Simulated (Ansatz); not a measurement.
Relaxation of C$_{2}$H$_{3}$AlB (7 atoms, charge -1, multiplicity 1), to a largest force component of 0.015 eV/Å in at most 40 steps.

The calculation used Ansatz, RKS BLYP-D4/def2-SVP.

```xyz
7
Properties=species:S:1:pos:R:3
B 1.956 -1.297 1.831
C 0.793 -1.068 1.151
C 0.061 -0.757 0.045
Al -0.590 0.966 -0.552
H -0.085 -1.528 -0.748
H -0.517 2.466 0.075
H -1.619 1.219 -1.803
```

**Question.** Where does it end, and by what steps?

**Answer.** The forces met the threshold. Limits of this set-up: an anion without diffuse functions, the dipole of an ion depends on the origin. After 18 steps the energy has fallen by 1.476 eV; B1 moved furthest, 1.86 Å. Joined: B1–Al4, C2–Al4.

| step | energy less start (eV) | largest force component (eV/Å) | accepted |
| --- | --- | --- | --- |
| 0 | 0.0000 | 2.849 | yes |
| 1 | -0.2220 | 0.968 | yes |
| 2 | -0.2783 | 0.435 | yes |
| 3 | -0.3356 | 0.342 | yes |
| 4 | -0.3849 | 0.517 | yes |
| 5 | -0.4366 | 0.746 | yes |
| 6 | -0.5133 | 0.676 | yes |
| 7 | -0.6453 | 0.633 | yes |
| 8 | -0.8351 | 0.529 | yes |
| 9 | -1.0538 | 0.729 | yes |
| 10 | -1.2083 | 0.648 | yes |
| 11 | -1.2961 | 1.071 | yes |
| 12 | -1.3741 | 0.629 | yes |
| 13 | -1.4067 | 0.372 | yes |
| 14 | -1.4634 | 0.804 | yes |
| 15 | -1.4737 | 0.259 | yes |
| 16 | -1.4746 | 0.102 | yes |
| 17 | -1.4757 | 0.018 | yes |
| 18 | -1.4757 | 0.006 | yes |

```xyz
7
Properties=species:S:1:pos:R:3
B 0.374 -0.329 1.998
C 0.511 -0.904 0.660
C 0.383 -0.933 -0.676
Al -0.412 0.823 -0.088
H 0.716 -1.757 -1.345
H 0.447 2.152 -0.405
H -2.020 0.948 -0.142
```

Time of the run: 14 s on 1 thread of AMD EPYC 9R45 96-Core Processor (Zen 5) (shared host), peak memory 0.18 GiB.
